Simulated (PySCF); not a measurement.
CH3Cl2NSi2, SMILES Cl[Si]1(Cl)N=C[SiH2]1.

The structure is a stationary point at B3LYP-D3(BJ)/def2-SVP. The structure was generated by enumeration, and PubChem lists no compound with its InChIKey, so it may never have been made.

These are M06-2X/def2-TZVP run with PySCF values and carry that method's errors.

Symmetry labels are those of the subgroup Cs that the program uses (full group Cs).

Computed valence orbital energies around the gap with their symmetry:
| orbital | symmetry | energy (eV) |
|---|---|---|
| HOMO−7 | A" | -12.07 |
| HOMO−6 | A' | -11.87 |
| HOMO−5 | A" | -11.30 |
| HOMO−4 | A' | -11.28 |
| HOMO−3 | A" | -10.85 |
| HOMO−2 | A" | -10.58 |
| HOMO−1 | A' | -9.31 |
| HOMO | A' | -8.56 |
| LUMO | A" | -0.66 |
| LUMO+1 | A' | -0.09 |
| LUMO+2 | A" | 0.49 |
| LUMO+3 | A' | 0.57 |
